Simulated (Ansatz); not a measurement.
GeCl₂ was relaxed with PBE-D4 (def2-TZVP) in Ansatz in these states: charge +1 doublet, neutral singlet. The geometries follow in no particular order.

A:

```xyz
3

Ge    0.273    0.017    0.640
Cl    0.244   -1.792   -0.436
Cl   -0.517    1.775   -0.204
```

B:

Cartesian coordinates in Å:
```
Ge 0.0088 -0.3686 -0.8644
Cl -1.6228 -0.2887 0.6173
Cl 1.6140 0.6572 0.2471
```

**Question.** Judge from the bond lengths which geometry belongs to which state (an estimate).

**Answer.** A is the charge +1 doublet (Ge1–Cl2 2.105 Å, Ge1–Cl3 2.105 Å); B is the neutral singlet (Ge1–Cl2 2.205 Å, Ge1–Cl3 2.205 Å).
